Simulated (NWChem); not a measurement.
System: C2H4I cation

```xyz
7

C     -0.3225     2.4412     0.0000
C      0.5416     1.2883     0.0000
I     -0.0281    -0.6078     0.0000
H     -0.0302     3.0792     0.8641
H     -0.0302     3.0792    -0.8641
H     -1.3997     2.2394     0.0000
H      1.6324     1.4385     0.0000
```
Atoms are numbered in this order, from 1.

Computed with NWChem. The geometry was optimised at PBE0/def2-SVP. def2 effective core potentials on I; no spin-orbit coupling.

For level PBE/STO-3G (all-electron, non-relativistic):

```yaml
highest occupied level (eV): -11.34
```

Q: What are these values for level PBE/def2-SVP (core potentials)?

A: The highest occupied level (eV) is -12.46.
